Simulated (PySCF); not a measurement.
Ga(H)(OH)2(HOMe), CH₇GaO₃, singlet, CAM-B3LYP/def2-SVP optimised geometry.

```
12

Ga     0.04     0.25     0.00
H      1.59     0.25     0.00
O     -0.98    -1.10    -0.65
H     -0.50    -1.87    -0.98
O     -0.93     1.79     0.00
H     -1.59     1.87    -0.70
C     -1.43    -0.84     2.49
O     -0.65     0.24     1.98
H     -2.12    -0.47     3.26
H     -0.74    -1.55     2.96
H     -1.97    -1.34     1.68
H     -1.20     1.01     1.72
```

Density from CAM-B3LYP/def2-TZVP (PySCF) at that geometry.

Minimum of the electron density along straight lines between bonded atoms, close to the bond critical point (lines longer than 1.1 times the sum of covalent radii, or with two minima, are not listed):

```tsv
bond	length / Å	ρ at the minimum / e bohr⁻³	∇²ρ there / e bohr⁻⁵	position (fraction from the first atom)
Ga1–H2	1.551	0.119	0.15	0.60
Ga1–O3	1.801	0.129	0.69	0.48
O3–H4	0.963	0.356	-2.35	0.80
Ga1–O5	1.826	0.123	0.64	0.48
O5–H6	0.963	0.354	-2.35	0.80
C7–O8	1.425	0.248	-0.49	0.35
C7–H9	1.099	0.281	-0.99	0.65
C7–H10	1.098	0.283	-1.00	0.65
C7–H11	1.100	0.283	-1.01	0.66
O8–H12	0.984	0.334	-2.28	0.82
```
